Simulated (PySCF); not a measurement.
## How methods differ on the excitation energy of Ge⁺

Ge⁺ [Ar] 3d10 4s2 4p1 (2P) → Ge⁺ [Ar] 3d10 4s1 4p1 4d1 (high-spin determinant), as a difference of total energies. All numbers are calculated (PySCF 2.14, a scalar-relativistic core potential, in aug-cc-pwCVDZ-PP with ECP10MDF). Correlated levels: valence: 3s2 3p6 3d10 frozen; valence and next inner shell: nothing frozen outside the core potential. The calculations carry no spin-orbit coupling.

```
                                method  excitation energy (cm⁻¹)
                                   UHF                    122070
                                   LDA                    134150
                                   PBE                    130620
                                  PBE0                    129980
                                r2SCAN                    130640
                             BHandHLYP                    133120
                               r2SCAN0                    130350
                                  TPSS                    129010
                                 HSE06                    130250
                         MP2 (valence)                    128340
                     SCS-MP2 (valence)                    130180
    MP2 (valence and next inner shell)                    133760
SCS-MP2 (valence and next inner shell)                    134520
```

The upper state lies above the first ionisation limit, but in LS coupling its spin forbids autoionisation to the ground ion.

The promoted electron is Rydberg-like, and one or two diffuse shells describe it only roughly, which tends to raise the upper state.

The determinant of the upper state mixes LS terms, which raises its energy above the lowest term, most at the Hartree-Fock and MP2 levels.
